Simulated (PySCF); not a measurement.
## How methods differ on the interval between two levels of Mn³⁺

Mn³⁺ [Ar] 3d4 [5D4, M_J = 4] → Mn³⁺ [Ar] 3d3 4s1 [5F5, M_J = 5], as a difference of total energies. Calculation: PySCF 2.14, in x2c-SVPall-2c with one added diffuse shell each of s, d type (6s5p4d1f, 48 functions); the two-component X2C-1e Hamiltonian. Correlated levels: [Ne] frozen; the 6 highest virtual spinors dropped. "Screened" scales the spin-orbit matrix elements by Boettger's factors to mimic the two-electron term; Breit and QED terms are absent.

```tsv
method	interval between two levels (cm⁻¹)
GHF (spin-free)	130040
GMP2 (spin-free)	130100
GHF (screened spin-orbit)	130270
GMP2 (screened spin-orbit)	130330
```

The labels give the starting determinants; with spin-orbit coupling the two ends relaxed to ⟨J²⟩ = 20.00, ⟨L²⟩ = 6.01, ⟨S²⟩ = 6.00 and ⟨J²⟩ = 30.00, ⟨L²⟩ = 12.01, ⟨S²⟩ = 6.00.
